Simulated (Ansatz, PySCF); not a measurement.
Gas-phase reaction in SMILES: O[Si](O)(O)O + 3 [SiH4] (SiH4) → 4 O[SiH3] [hydroxysilane]
Each molecule is optimised on its own at B3LYP-D3(BJ)/def2-TZVP (Ansatz, a first-principles code), one conformer each, not searched for the lowest. Frequencies are from Ansatz or PySCF.
Geometry of the first species:
```
Si
O 1 1.6365
H 2 0.9601 1 116.83
O 1 1.6365 2 113.12 3 -69.62
H 4 0.9601 1 116.83 2 -46.23
O 1 1.6365 2 113.12 3 46.23
H 6 0.9601 1 116.83 2 69.62
O 1 1.6365 2 102.39 3 168.30
H 8 0.9601 1 116.83 2 168.30
```
Charge 0, spin multiplicity 1.

Property: bond separation energy (enthalpy at 298 K, with B3LYP-D3(BJ) rigid-rotor harmonic-oscillator terms), in kcal/mol. Cores are frozen in the correlated levels unless marked. Spin-orbit coupling is left out. Non-relativistic unless marked X2C. Basis-set limits of correlation are two-point, X^-3; Hartree-Fock from the larger set. [CCSD(T)-MP2]/basis is that difference in the basis named.

```tsv
level	program	bond separation energy (kcal/mol)
PBE-D3(BJ)/def2-TZVPD	Ansatz + dftd3	24.5
B3LYP/def2-TZVPD	Ansatz	22.9
BHLYP-D3(BJ)/def2-TZVPD	Ansatz + dftd3	24.2
PBE-QIDH/def2-TZVPD	Ansatz	25.2
SCS-MP2/6-31G*	Ansatz	28.1
CCSD/cc-pV(T+d)Z	Ansatz	25.8
CCSD(T)/cc-pV(D+d)Z	Ansatz	27.5
X2C-CCSD(T)/cc-pVTZ-DK	Ansatz	26.2
RI-MP2/CBS(aug-cc-pV(T+d)Z,aug-cc-pV(Q+d)Z)+[CCSD(T)-MP2]/aug-cc-pV(D+d)Z	Ansatz	24.6
RI-MP2/CBS(aug-cc-pV(T+d)Z,aug-cc-pV(Q+d)Z)+[CCSD(T)-MP2]/aug-cc-pV(T+d)Z	Ansatz	25.0
```
